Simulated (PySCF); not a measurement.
SnCl3, SMILES [Cl][Sn-]([Cl])[Cl], charge -1. The structure is a stationary point at B3LYP-D3(BJ)/def2-SVPD. The isomer is the one that the SMILES or the coordinates give; other isomers of the formula were not compared. The def2 effective core potentials stand for the cores of Sn; spin–orbit coupling is left out.

Computed equilibrium geometry at B3LYP-D3(BJ)/def2-SVPD (PySCF confirms it by a frequency run) as a Z-matrix, and its point group:
point group C3v.
```
Sn
Cl 1 2.5416
Cl 1 2.5416 2 98.24
Cl 1 2.5416 2 98.24 3 99.63
```
Charge -1, spin multiplicity 1.
